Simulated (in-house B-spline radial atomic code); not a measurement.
# B97-1 excitations of Be III (Be2+)

Method: B97-1. Computed with an all-electron radial atomic-structure program (B-spline basis): linear response of the closed shell 1s2 with the functional's adiabatic kernel; scalar-relativistic (spin-free one-electron X2C), finite nucleus, no spin-orbit coupling, no double excitations, S, P, D and F terms only.

Command:
```bash
python run_td.py task.json out
```
Settings (radii: box in bohr, nucleus in fm):
```
Z                        4
electrons                2
configuration            1s2
hamiltonian              x2c
method                   b97_1
box_radius               29.48
rms_radius               2.519
intervals                75
```

Run time, properties included: 0.1 s on 1 thread of Intel(R) Xeon(R) 6975P-C (Granite Rapids) (shared host).

The lowest states, in the order of their Tamm-Dancoff energies; the method's threshold (minus the highest occupied level) is 137.32 eV. Labels give the largest channel, * marks a mixed state, and oscillator strengths are full-response dipole values. Semilocal kernels can invert the small singlet-triplet splittings of Rydberg terms. Energies in eV:

```csv
state,full response,Tamm-Dancoff,oscillator strength
1s → 2s 3S,112.32,112.35,-
1s → 2s 1S,115.43,115.49,-
1s → 2p 3P,?,?,-
1s → 2p 1P,117.70,117.72,0.434
1s → 3s 3S,128.03,128.03,-
1s → 3s 1S,128.61,128.62,-
1s → 3p 3P,?,?,-
1s → 3p 1P,129.29,129.29,0.0867
1s → 3d 3D,129.62,129.62,-
1s → 3d 1D,129.75,129.75,-
1s → 4s 3S,132.42,132.42,-
1s → 4s 1S,132.64,132.64,-
1s → 4p 3P,132.80,132.80,-
1s → 4p 1P,132.91,132.91,0.0332
1s → 4d 3D,133.02,133.02,-
1s → 4d 1D,133.08,133.08,-
1s → 4f 3F,133.16,133.16,-
1s → 4f 1F,133.16,133.16,-
```

**Question.** Where does 1s → 3p 3P lie?

**Answer.** At 129.00 eV in full response, 129.00 eV in Tamm-Dancoff.

**Question.** Where does 1s → 2p 3P lie?

**Answer.** At 116.12 eV in full response, 116.14 eV in Tamm-Dancoff.

**Question.** How large is the singlet-triplet splitting of 1s → 2s (S terms) in Tamm-Dancoff?

**Answer.** 3.14 eV, from the unrounded values.

**Question.** What polarisabilities and dispersion coefficient does the method give?

**Answer.** Dipole 0.05412 bohr³, quadrupole 0.01674 bohr⁵, C6 0.01173 hartree·bohr⁶ for two such species.
